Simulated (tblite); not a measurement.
C₁₀H₉N.
SMILES: `Cc1cncc2ccccc12`

Level: GFN2-xTB in tblite, geometry and Hessian alike; calculated harmonic values, unscaled, isolated species. Errors from tens to a few hundred cm⁻¹ against measured bands are possible.

Harmonic wavenumbers (cm⁻¹): 117.8, 150.9, 169.7, 216.6, 265.9, 371.5, 422.9, 431.7, 460.0, 507.2, 514.7, 558.0, 609.1, 724.1, 731.7, 760.0, 786.7, 856.8, 874.9, 875.9, 899.7, 919.2, 931.3, 997.5, 1025.4, 1067.6, 1081.7, 1154.3, 1175.8, 1185.7, 1225.9, 1242.0, 1255.7, 1336.4, 1362.4, 1383.4, 1399.0, 1403.7, 1448.0, 1481.8, 1487.0, 1503.3, 1557.3, 1588.7, 1609.6, 3003.8, 3014.3, 3041.7, 3043.6, 3049.5, 3071.6, 3077.0, 3087.2, 3098.5.

A = 1958, B = 1141, C = 724.1 MHz; mass 143.073 u (most abundant isotopes); point group Cs, symmetry number 1.

Problem. What is the zero-point energy?

Solution. ½Σν̃ = 34808 cm⁻¹ = 416.39 kJ/mol.

Problem. Give the ideal-gas entropy at 400 K and 1 bar in the rigid-rotor, harmonic-oscillator model (classical rotation).

Solution. Translation 176.87, rotation 127.83, vibration 127.75: S = 432.4 J/(mol K).

Problem. And Cp and H(400 K) − H(0)?

Solution. Cp = 205.32 J/(mol K), of which vibrations give 172.06 (their classical limit is 54 R = 449.0); H(400 K) − H(0) = 43.80 kJ/mol without the zero-point energy, 30.50 from vibrations.

Problem. What must be added to the electronic energy to get the Gibbs energy at 400 K and 1 bar?

Solution. ZPE + [H(400 K) − H(0)] − T·S = 416.39 + 43.80 − 172.98 = 287.21 kJ/mol.

Problem. Blend soft modes into free rotors: weight 1/[1 + (100 cm⁻¹/ν̃)⁴] for the oscillator and the rest for a rotor with moment μB/(μ + B), μ = h/(8π²ν), B = 10⁻⁴⁴ kg m². What vibrational entropy results?

Solution. 126.22 J/(mol K) in place of 127.75, which changes −T·S at 400 K by +0.61 kJ/mol.

Hindered rotation and anharmonicity are outside this model.
